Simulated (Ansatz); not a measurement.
Reaction (formal exchange of groups at a B–C bond): `CB(C=S)CCl` + `C/C=C(\N)F` → `CB(N)CCl` + `C/C=C(\F)C=S`

Program: Ansatz. Geometries: PBE0-D4/def2-TZVP. ΔE: electronic, gas phase. CCSD(T)/CBS is the MP2 limit (def2-TZVPP, def2-QZVPP) plus CCSD(T) − MP2 in def2-TZVPP, frozen cores. Double bonds are as drawn, so ΔE can hold a change between cis and trans. Functionals use def2-TZVPP. One conformer a species, not always the lowest.

Task: Is it downhill or uphill in electronic energy at CCSD(T)/CBS, and by how much? (An estimate is asked.)

Result: The calculation gave: Downhill: ΔE = -36.9 kcal/mol.

Task: What do these levels give: PBE-D4, r2SCAN-D4, PBE0-D4, ωB97X-V, PBE, PBE0, HF/def2-TZVPP, MP2/def2-TZVPP, HF/def2-QZVPP, SCS-MP2/def2-QZVPP, MP2/CBS(def2), CCSD/CBS(def2)? (An estimate is asked.)

Result: The calculation gave: PBE-D4 -36.1, r2SCAN-D4 -36.8, PBE0-D4 -36.2, ωB97X-V -36.0, PBE -36.6, PBE0 -36.6, HF/def2-TZVPP -36.5, MP2/def2-TZVPP -36.8, HF/def2-QZVPP -36.5, SCS-MP2/def2-QZVPP -36.8, MP2/CBS(def2) -37.0, CCSD/CBS(def2) -36.6 kcal/mol.

Largest T1 diagnostic among the species: 0.016.

The D4 term adds +0.8 kcal/mol with B3LYP and +0.4 kcal/mol with PBE0; it sums over pairs of atoms, weighted by their polarisabilities, and B3LYP, whose exchange is more repulsive, gets the larger term.

B3LYP here is the variant with VWN-RPA as its local correlation; programs differ in this.
